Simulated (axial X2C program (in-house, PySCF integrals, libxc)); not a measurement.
## PtP⁺: properties at the nuclei

Computed with an in-house all-electron X2C program for linear molecules (integrals from PySCF): two-component X2C with atomic mean-field Coulomb and Gaunt terms, Gaussian nuclei, basis Pt dyall-cv3z, P dyall-v3z with contracted cores.

R = 1.996 Å (near the PBE0 minimum at charge 1 of the determinant lowest at the starting distance; the state shown can have its own minimum elsewhere).

Determinant lowest in the PBE0 search, Ω = 0 (closed shell), highest spinor 37% P p, 34% Pt s, 25% Pt d:

```tsv
level	qzz Pt (a.u.)	qzz P (a.u.)
PBE0	6.31	-2.91
HF	1.92	-3.82
PBE	7.64	-2.55
TPSSh	6.64	-2.76
PBE50	4.73	-3.27
```

Determinant 0.88 eV from it at PBE0 and this distance, Ω = 2 (⟨Sz⟩ = 0.99, ⟨Lz⟩ = 1.01 at PBE0), spin on the atoms Pt 0.45, P 0.54:

```tsv
level	Eeff magnitude (GV/cm)	Ws magnitude Pt (kHz)	A∥/gI Pt (MHz)	qzz Pt (a.u.)	A∥/gI P (MHz)	qzz P (a.u.)
PBE0	45.9	23.2	4650	6.12	112	-1.29
HF	79.4	42.7	3590	4.36	39.5	-1.37
PBE	34.1	16.9	4920	6.42	119	-1.02
TPSSh	40.8	20.3	4820	6.18	126	-1.13
PBE50	57.4	29.4	4300	5.68	103	-1.58
```

Eeff is the effective electric field on the electron electric dipole moment in this Ω state and Ws the scalar–pseudoscalar constant of the nucleus named (defined with the proton number Z and per Ω); A∥ (defined per Ω) follows by multiplying with gI = μI/(I μN); qzz is the electric field gradient, eQq0 = 234.96 MHz × Q/barn × qzz. The operators were transformed with the bare-nucleus X2C matrices; with these basis sets, hyperfine constants and field gradients can be off by tens of per cent, and where levels differ in sign neither size nor sign is settled.

Each state is one determinant with collinear spin, which with several unpaired electrons need not be a pure state. Unrestricted Hartree–Fock can overshoot spin polarisation at the nuclei. With several open shells hyperfine constants can be off by a factor of several. Where Eeff spreads by more than a factor of two the levels disagree and none is to be relied on. Open-shell Ω = 0 determinants with evenly filled partner blocks cannot be reached by this program, so the Ω shown need not be the lowest component. At HF a later determinant lies lower. The search compared states at one distance, so a state with another bond length can lie lower. Further determinants of the search, some of them spin-mixed, are not shown. Where a field gradient or hyperfine factor spreads by more than a factor of two over the levels, a constant derived from it is not to be relied on. PBE0 term energies can be off by some tenths of an eV.
